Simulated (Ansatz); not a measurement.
C3H5N, SMILES `C=CN=C` (C–C–N–C torsion 180°) (charge 0, multiplicity 1).

Cartesian coordinates (Å):
SMILES: C=CN=C
```xyz
9

C     -1.7315    -0.2034     0.2359
C     -0.4249    -0.2486     0.4807
N      0.4808     0.5080    -0.2680
C      1.7133     0.4172     0.0169
H     -2.1193     0.4256    -0.5543
H     -2.4290    -0.7900     0.8170
H     -0.0232    -0.8806     1.2764
H      2.0980    -0.2243     0.8193
H      2.4358     0.9960    -0.5518
```
Charge 0, multiplicity 1.

Frozen-core energies in 6-31g from Ansatz (a quantum-chemistry and plane-wave program) at a geometry from B3LYP-D3(BJ)/def2-TZVP; the HF reference has <S^2> = 0.00 (restricted, and unstable towards unrestricted orbitals) and the T1 diagnostic is 0.011.

```
level  energy (Ha)
-----  -----------
HF      -170.83237
MP2     -171.20616
CCSD    -171.24381
```

Estimate the energies of CCSD(T), CCSDT and CCSDT(Q), and give each level's difference from CCSDT(Q).


```json
[
 {"level": "MP2", "energy (Ha)": "-171.20616", "difference from CCSDT(Q) (mHa)": "52.39"},
 {"level": "CCSD", "energy (Ha)": "-171.24381", "difference from CCSDT(Q) (mHa)": "14.74"},
 {"level": "CCSD(T)", "energy (Ha)": "-171.25681", "difference from CCSDT(Q) (mHa)": "1.73"},
 {"level": "CCSDT", "energy (Ha)": "-171.25735", "difference from CCSDT(Q) (mHa)": "1.20"},
 {"level": "CCSDT(Q)", "energy (Ha)": "-171.25855", "difference from CCSDT(Q) (mHa)": "0.00"}
]
```
